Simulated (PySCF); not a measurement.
**Correlation energy of Al⁺ (aluminium, charge +1)**

[Ne] 3s2, closed-shell 1S. All numbers are calculated (PySCF 2.14, the non-relativistic Hamiltonian (point nucleus), in cc-pV(T+d)Z (5s4p3d1f, 39 functions)). Frozen: [Ne]; 2 electrons correlated.

Total MP2 correlation energy: -27.76 mhartree.

Same-spin part 0.00 and opposite-spin part -27.76 mhartree; SCS-MP2 scales them by 1/3 and 6/5 to -33.31 mhartree.

With two correlated electrons CCSD is exact within the correlated space (frozen core and kept virtual orbitals).

```
level  correlation energy (mhartree)
 CCSD                         -39.54
```

Diagnostics: T1 = 0.0086, D1 = 0.0122, largest double amplitude 0.111.

**Question.** Is a single reference adequate?

**Answer.** Mostly. T1 lies below 0.03, but a double amplitude of this size points to a near-degeneracy that CCSD handles and MP2 describes poorly.
